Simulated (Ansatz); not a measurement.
Mulliken charges of H4O3SeZr, SMILES `[OH][Zr]([OH])([OH])[SeH]` from r2SCAN/def2-TZVPP in Ansatz (PBE0-D4/def2-TZVP geometry).

| atom | x (Å) | y (Å) | z (Å) | charge (e) |
| --- | --- | --- | --- | --- |
| O1 | -1.259 | -0.017 | 1.650 | -0.529 |
| Zr2 | -0.083 | -0.024 | 0.142 | 1.298 |
| O3 | 1.748 | 0.232 | 0.636 | -0.535 |
| O4 | -0.235 | -1.640 | -0.875 | -0.534 |
| Se5 | -0.893 | 2.001 | -1.312 | -0.346 |
| H6 | -1.599 | -0.038 | 2.540 | 0.196 |
| H7 | 2.689 | 0.161 | 0.767 | 0.195 |
| H8 | -0.571 | -2.431 | -1.286 | 0.195 |
| H9 | 0.204 | 1.756 | -2.263 | 0.059 |

By hand: the dipole of these point charges (1 e Å = 4.8032 D).

Σ q r = (0.169, -0.309, 0.156) e Å, of length 0.385 e Å = 1.85 D.

How does the dipole of the full density compare? (An estimate is asked.)

Ansatz gave: (0.272, -0.605, 0.378) e Å, 3.67 D; the point charges give 0.50 times that, at 7° from its direction.

Point charges leave out the atoms' own dipoles, such as those of lone pairs, and Mulliken's split depends on the basis, so the two needn't agree.
